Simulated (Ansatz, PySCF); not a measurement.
Dissociation curve of SMILES [F][Al-]([F])([F])[OH2+] (H₂AlF₃O). The Al2–O5 bond (Al2 also carries F, F, F; O5 carries H, H) is stretched with both fragments frozen at the PBE0/def2-TZVP optimised geometry.

Methods: UHF/cc-pVDZ, density fitting (PySCF); RHF/cc-pVDZ, density fitting (PySCF); UKS-LDA (SVWN5) = unrestricted LDA (SVWN5)/cc-pVDZ (PySCF 2.14.0); RKS-LDA (SVWN5) = restricted LDA (SVWN5)/cc-pVDZ in PySCF; UKS-wB97X-V = unrestricted wB97X-V/cc-pVDZ in PySCF 2.14.0; RKS-wB97X-V = restricted wB97X-V/cc-pVDZ in PySCF 2.14.0; UKS-PBE0 = unrestricted PBE0/cc-pVDZ (PySCF); RKS-PBE0 = restricted PBE0/cc-pVDZ (PySCF); UKS-PBE = unrestricted PBE/cc-pVDZ run with Ansatz (a quantum-chemistry and plane-wave program); RKS-PBE = restricted PBE/cc-pVDZ (Ansatz); UKS-B3LYP/6-31G* = unrestricted B3LYP/6-31G*, spherical d in PySCF; RKS-B3LYP/6-31G* = restricted B3LYP/6-31G*, spherical d (PySCF); UKS-BP86/6-31G* = unrestricted BP86/6-31G*, spherical d in PySCF 2.14.0; RKS-BP86/6-31G* = restricted BP86/6-31G*, spherical d (PySCF).

Scanned distances (Å): 1.54, 1.65, 1.74, 1.81, 1.87, 1.92, 1.96, 2.02, 2.10, 2.21, 2.37, 2.59, 2.87, 3.14, 3.49, 3.87, 4.19, 4.76, 5.22, 5.83, 6.76.

### Question
Where does the unrestricted solution first break spin symmetry (<S²> of 0.01 or more)?

### Answer
UHF: at none of the points with a result; UKS-LDA (SVWN5): at none of the points with a result; UKS-wB97X-V: at none of the points with a result; UKS-PBE0: at none of the points with a result; UKS-PBE: at none of the points with a result; UKS-B3LYP/6-31G*: at none of the points with a result; UKS-BP86/6-31G*: at none of the points with a result.

```tsv
R / Å	<S²> UHF	E(RHF) − E(UHF) / kcal/mol	<S²> UKS-LDA (SVWN5)	E(RKS-LDA (SVWN5)) − E(UKS-LDA (SVWN5)) / kcal/mol	<S²> UKS-wB97X-V	E(RKS-wB97X-V) − E(UKS-wB97X-V) / kcal/mol	<S²> UKS-PBE0	E(RKS-PBE0) − E(UKS-PBE0) / kcal/mol	<S²> UKS-PBE	E(RKS-PBE) − E(UKS-PBE) / kcal/mol	<S²> UKS-B3LYP/6-31G*	E(RKS-B3LYP/6-31G*) − E(UKS-B3LYP/6-31G*) / kcal/mol	<S²> UKS-BP86/6-31G*	E(RKS-BP86/6-31G*) − E(UKS-BP86/6-31G*) / kcal/mol
1.54	0.00	0.0	0.00	0.0	0.00	0.0	0.00	0.0	0.00	0.0	0.00	0.0	—	—
1.65	0.00	0.0	0.00	0.0	0.00	0.0	0.00	0.0	0.00	0.0	0.00	0.0	—	—
1.74	0.00	0.0	0.00	0.0	0.00	0.0	0.00	0.0	0.00	0.0	0.00	0.0	—	—
1.81	0.00	0.0	0.00	0.0	0.00	0.0	0.00	0.0	0.00	0.0	0.00	0.0	—	—
1.87	0.00	0.0	0.00	0.0	0.00	0.0	0.00	0.0	0.00	0.0	0.00	0.0	0.00	0.0
1.92	0.00	0.0	0.00	0.0	0.00	0.0	0.00	0.0	0.00	0.0	0.00	0.0	0.00	0.0
1.96	0.00	0.0	0.00	0.0	0.00	0.0	0.00	0.0	0.00	0.0	0.00	0.0	0.00	0.0
2.02	0.00	0.0	0.00	0.0	0.00	0.0	0.00	0.0	0.00	0.0	0.00	0.0	0.00	0.0
2.10	0.00	0.0	0.00	0.0	0.00	0.0	0.00	0.0	0.00	0.0	0.00	0.0	0.00	0.0
2.21	0.00	0.0	0.00	0.0	0.00	0.0	0.00	0.0	0.00	0.0	0.00	0.0	0.00	0.0
2.37	0.00	0.0	0.00	0.0	0.00	0.0	0.00	0.0	0.00	0.0	0.00	0.0	0.00	0.0
2.59	0.00	0.0	0.00	0.0	0.00	0.0	0.00	0.0	0.00	0.0	0.00	0.0	0.00	0.0
2.87	0.00	0.0	0.00	0.0	0.00	0.0	0.00	0.0	0.00	0.0	0.00	0.0	0.00	0.0
3.14	0.00	0.0	0.00	0.0	0.00	0.0	0.00	0.0	0.00	0.0	0.00	0.0	0.00	0.0
3.49	0.00	0.0	0.00	0.0	0.00	0.0	0.00	0.0	0.00	0.0	0.00	0.0	0.00	0.0
3.87	0.00	0.0	0.00	0.0	0.00	0.0	0.00	0.0	0.00	0.0	0.00	0.0	0.00	0.0
4.19	0.00	0.0	0.00	0.0	0.00	0.0	0.00	0.0	0.00	0.0	0.00	0.0	0.00	0.0
4.76	0.00	0.0	0.00	0.0	0.00	0.0	0.00	0.0	0.00	0.0	0.00	0.0	0.00	0.0
5.22	0.00	0.0	0.00	0.0	0.00	0.0	0.00	0.0	0.00	0.0	0.00	0.0	0.00	0.0
5.83	0.00	0.0	0.00	0.0	0.00	0.0	0.00	0.0	0.00	0.0	0.00	0.0	0.00	0.0
6.76	0.00	0.0	0.00	0.0	0.00	0.0	0.00	0.0	0.00	0.0	0.00	0.0	0.00	0.0
```

A dash means that the run gave no value there, or that the column was ended at a point which the program doubted or which failed a test of continuity chosen for this set; such a test can also cut sound points.
